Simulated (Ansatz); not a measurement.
`O=[CH][GeH3]` + `C[SiH2]O` → `C[SiH2][O][GeH3]` + `C=O` at 700 K and 1 bar (ligand exchange at a Ge–C bond).

Program: Ansatz. Geometries: PBE0-D4/def2-TZVP. ΔE: electronic, gas phase. CBS: MP2 limit from def2 TZ/QZ plus the TZ coupled-cluster correction, frozen cores. This one scheme is used for every species. For Ge outer-core shells are correlated without core-valence functions, which leaves a few kJ/mol of doubt a bond. Scalar relativity is left out up to krypton. Each species was taken in one conformer, which may not be the lowest.

```csv
species,CCSD(T)/CBS energy (Eh),H − E (kJ/mol),S (J/(mol·K))
`O=[CH][GeH3]`,-2191.69659,160.7,381.7
`C[SiH2]O`,-405.96945,239.4,390.4
`C[SiH2][O][GeH3]`,-2483.29571,301.9,513.1
`C=O`,-114.39408,97.4,254.3
```

H − E and S are ideal-gas, rigid-rotor, harmonic terms from PBE0-D4/def2-TZVP, for one conformer and one mirror image of each species. 1 Eh = 2625.50 kJ/mol, R = 8.31446 J/(mol·K).

**Question.** By hand: ΔE, ΔH, ΔS and ΔG.

**Answer.** ΔE = (-2483.29571) + (-114.39408) − (-2191.69659) − (-405.96945) = -0.02375 Eh = -62.4 kJ/mol. Δ(H − E) = 301.9 + 97.4 − 160.7 − 239.4 = -0.8, so ΔH = -63.2 kJ/mol. ΔS = 513.1 + 254.3 − 381.7 − 390.4 = -4.7 J/(mol·K). ΔG = -63.2 − 700 × (-4.7)/1000 = -59.9 kJ/mol.

**Question.** By hand: the equilibrium constant, and the temperature at which ΔG would vanish if ΔH and ΔS stayed fixed.

**Answer.** log₁₀ K = −ΔG/(RT ln 10) = 4.5. ΔG = 0 at ΔH/ΔS = 13447 K, far beyond where these terms or the molecules hold.

The number of gas molecules stays the same, so ΔS is small and ΔH decides. A doubt of 5 kJ/mol in ΔE shifts log₁₀ K by 0.4 here. Other conformers and mirror images would add mixing entropy, several J/(mol·K) or more a flexible species. Modes under 60 cm⁻¹, often nearly free rotors, make the harmonic entropy too high. These are equilibria of isolated gas molecules and say nothing of rates. Largest T1 diagnostic: 0.015 (customary marks: 0.02 for closed shells, 0.045 for open ones).
